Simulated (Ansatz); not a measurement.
Cartesian coordinates in Å:
```
Cl -0.760 -1.486 1.947
Ge -0.853 0.582 1.327
S 1.001 1.143 0.285
Ge 0.919 -0.361 -1.365
H -2.070 0.671 0.398
H -0.964 1.443 2.588
H -0.544 -0.535 -1.799
H 1.504 -1.693 -0.883
H 1.765 0.235 -2.497
```

The species carries charge 0 and has multiplicity 1.

List the B3LYP/def2-TZVPP orbital energies in eV (the Gaussian-basis code of Ansatz). (Estimate.)

The calculation gave: Occupied: -10851.52, -10850.88, -2762.30, -2417.92, -1355.84, -1355.25, -1206.76, -1206.74, -1206.72, -1206.17, -1206.14, -1206.13, -257.04, -215.94, -196.07, -195.92, -195.91, -170.40, -169.78, -160.47, -160.43, -160.31, -120.70, -120.64, -120.57, -120.08, -120.00, -119.99, -34.27, -34.23, -34.16, -34.12, -34.10, -33.63, -33.59, -33.58, -33.50, -33.50, -22.29, -19.86, -15.64, -14.69, -10.90, -10.62, -10.48, -9.96, -9.47, -9.07, -8.61, -8.40, -7.33. Lowest empty: -0.83, -0.58, -0.06, 0.17, 0.66, 1.13, 1.30, 2.10.

B3LYP here is the variant with VWN-RPA as its local correlation; programs differ in this.
